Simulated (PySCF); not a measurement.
# Two-component Hartree-Fock for As⁺ (arsenic, charge +1)

Start: [Ar] 3d10 4s1 4p3; 4s1/2 filled at m_j = +1/2; 4p3/2 filled at m_j = -1/2, +1/2, +3/2. Calculated with PySCF 2.14 in x2c-SVPall-2c with one added diffuse shell each of s, p, d type (6s7p4d, 47 functions): generalised Hartree-Fock with the X2C-1e Hamiltonian and a Gaussian nucleus; one run each with spin-orbit coupling (SO) switched off, then screened by Boettger's factors. This is a chosen level, not necessarily the ground level.

```
spinor shell  electrons  ε, spin-free (eV)  ε, screened SO (eV)  weight of nominal j (screened SO)  rms radius, screened SO (bohr)
       1s1/2          2           -11951.2             -11951.0                              1.000                          0.0525
       2s1/2          2            -1582.4              -1582.3                              1.000                           0.219
       2p1/2          2            -1384.5              -1409.6                              1.000                           0.194
       2p3/2          4            -1384.5              -1372.3                              1.000                           0.197
       3s1/2          2            -236.13              -236.12                              1.000                           0.640
       3p1/2          2            -172.66              -176.38                              0.993                           0.660
       3p3/2          4            -172.66              -170.85                              0.997                           0.670
       3d3/2          4            -67.484              -68.023                              0.917                           0.751
       3d5/2          6            -67.484              -67.115                              0.945                           0.748
       4s1/2          1            -33.795              -33.789                              1.000                            2.03
       4p3/2          3            -20.071              -20.072                              0.651                            2.42
```

```json
{"quantity": "E (hartree)", "spin-free": "-2258.09143", "screened SO": "-2258.16852"}
{"quantity": "M_J", "spin-free": "2", "screened SO": "2"}
{"quantity": "⟨J²⟩", "spin-free": "6.002", "screened SO": "6.002"}
{"quantity": "⟨L²⟩", "spin-free": "0.000", "screened SO": "0.005"}
{"quantity": "⟨S²⟩", "spin-free": "6.002", "screened SO": "5.998"}
```

Each row is a mean over spinors that exchange with the open shell spreads, by up to 1.185 eV (3s1/2).

Rows whose weight is well below 1 are mixtures of j = l ± 1/2: exchange outweighs spin-orbit coupling there, and the label is only the starting occupation.

Without spin-orbit coupling the j labels of p, d and f shells carry no meaning; the spin-free column gives the mean over the occupied spinors of each nl shell.
